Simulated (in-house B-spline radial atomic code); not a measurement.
**Correlation energy from the adiabatic connection: −Z/r, Z = 0.898, wall at 3.67 bohr**

Two electrons in a singlet, external potential −Z/r, Z = 0.898, wall at 3.67 bohr (atomic units). Full CI in B-splines (partial waves to l = 8, correlation up to 0.6 % small) with the density held fixed gives W(λ) = <V_ee>_λ − U, and E_c is the integral of W(λ) − W(0) from 0 to 1.

```csv
λ,W(λ) − W(0) (hartree)
0,0.00000
0.02,-0.00189
0.05,-0.00467
0.12,-0.01089
0.25,-0.02155
0.4,-0.03259
0.6,-0.04553
0.8,-0.05679
1,-0.06666
```

Integrate the table by the trapezoid rule.

The strips give -0.00002, -0.00010, -0.00054, -0.00211, -0.00406, -0.00781, -0.01023, -0.01234, which sum to -0.03722 hartree. The direct value, W(1) − W(0) + T_c with T_c = 0.02934, is -0.03733; the curve is convex, so chords lie above it and the trapezoids fall short in size by 0.29 %.

Now use only three numbers: W(0) = -0.58388, the initial slope W'(0) = -0.09528 (extrapolated from the first points) and the strong-coupling limit of the point-charge-plus-continuum model, W∞ = -0.69012. What do second-order theory and the interpolation W(λ) = W∞ + (W(0) − W∞)/√(1 + 2χλ) of Seidl, Perdew and Levy give?

Second order keeps the slope alone: E_c = W'(0)/2 = -0.04764, +28 % in size against -0.03733. Matching the slope fixes χ = W'(0)/(W∞ − W(0)) = -0.09528/(-0.10624) = 0.89684. Integrating, with s = √(1 + 2χ) = 1.671429, E_c = −(W(0) − W∞)(s − 1)/(s + 1) = −0.10624 × 0.671429/2.671429 = -0.02670 hartree, -28.5 % in size against the full result. At λ = 1 the formula gives W − W(0) = -0.04268 against -0.06666. Part of the miss can come from the model's W∞, which here lies above the computed W at λ = 10, -0.76427.
